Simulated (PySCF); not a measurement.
Stepwise substitution at one centre (B NH2-SH). Gas-phase values, no solvent. One relaxed conformer stands for each flexible species; it need not be the lowest. Strings in code marks are SMILES.

Quantity: redistribution energy (mixed species minus the weighted end members), in kcal/mol.

Case: 1 of 3 NH2 replaced by SH: `NB(N)S` (N–B–S–H torsion 180°). The other species in the difference include `NB(N)N` (neutral, multiplicity 1). Geometry of `NB(N)S` (neutral, multiplicity 1, Å):

```xyz
9

N      1.4385    -0.2077     0.2034
B      0.0925     0.1645     0.0028
N     -0.9462    -0.7870    -0.0806
S     -0.2437     1.9712    -0.1463
H      2.1855     0.4585     0.2646
H      1.7379    -1.1611     0.2973
H     -0.7866    -1.7754    -0.0021
H     -1.9078    -0.5445    -0.2229
H     -1.5701     1.8815    -0.3162
```

**Question.** What is the computed redistribution energy (mixed species minus the weighted end members) (PBE-D3(BJ)/def2-TZVP // PBE0-D4/def2-TZVP (PySCF))?

**Answer.** -2.47 kcal/mol.
